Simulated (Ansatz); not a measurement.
`C=C(C)Cl` + `[SiH3]S` → `C=C(Cl)S[SiH3]` + CH₄  (substitution at a C–C bond)

Isolated molecules relaxed with PBE0-D4/def2-TZVP in Ansatz; ΔE leaves out vibrations. CBS: MP2 limit from def2 TZ/QZ plus the TZ coupled-cluster correction, frozen cores. This one scheme is used for every species. DFT in def2-TZVPP. Each species was taken in one conformer, which may not be the lowest.

```csv
level,ΔE (eV)
r2SCAN-D4,0.13
MP2/def2-QZVPP,0.11
```

Problem. What does CCSD(T)/CBS give? (Estimate.)

Solution. Computed: +0.16 eV. The listed levels differ from it by -0.03, -0.05 eV.

Largest T1 diagnostic among the species: 0.012.

From PBE to PBE0 (25 % exact exchange), in def2-TZVPP and without D4, ΔE moves by +0.06 eV. In def2-TZVPP, CCSD(T) changes the Hartree–Fock value by −0.19 eV (the triples alone add −0.05 eV) and MP2 by −0.26 eV.
